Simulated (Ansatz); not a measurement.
Start from `[F][Hf]([F])([F])[F]` and change one element to get `[F][Ti]([F])([F])[F]`.

Ansatz, PBE0-D4/def2-TZVP geometries, multiplicity 1. 

Elements past krypton have def2 core potentials. Scalar relativity is left out up to krypton.

```
                                                                                  property  `[F][Hf]([F])([F])[F]`
                                                         LUMO energy (PBE/def2-TZVPP) / eV                   -1.61
                                                     HOMO–LUMO gap (B3LYP/def2-TZVPP) / eV                   10.59
ideal-gas entropy at 298 K and 1 bar (rigid rotor, harmonic PBE0-D4/def2-TZVP) / J/(mol·K)                     328
                                                      HOMO–LUMO gap (PBE0/def2-TZVPP) / eV                   11.27
                                                       HOMO energy (B3LYP/def2-TZVPP) / eV                  -11.87
                                                       LUMO energy (B3LYP/def2-TZVPP) / eV                   -1.28
```

(1) What does the change do to each property? (Best estimate.)

## Answers

(1) Ansatz gave: 
```tsv
property	`[F][Ti]([F])([F])[F]`	shift
LUMO energy (PBE/def2-TZVPP) / eV	-4.01	-2.40
HOMO–LUMO gap (B3LYP/def2-TZVPP) / eV	8.78	-1.81
ideal-gas entropy at 298 K and 1 bar (rigid rotor, harmonic PBE0-D4/def2-TZVP) / J/(mol·K)	306	-22
HOMO–LUMO gap (PBE0/def2-TZVPP) / eV	9.42	-1.85
HOMO energy (B3LYP/def2-TZVPP) / eV	-12.22	-0.35
LUMO energy (B3LYP/def2-TZVPP) / eV	-3.44	-2.16
```

With PBE0 the HOMO falls by 0.35 eV and the LUMO falls by 2.20 eV, so the gap narrows by about 1.85 eV. PBE moves the HOMO by -0.31 eV and ωB97M-V by -0.32 eV.

B3LYP here is the variant with VWN-RPA as its local correlation; programs differ in this.
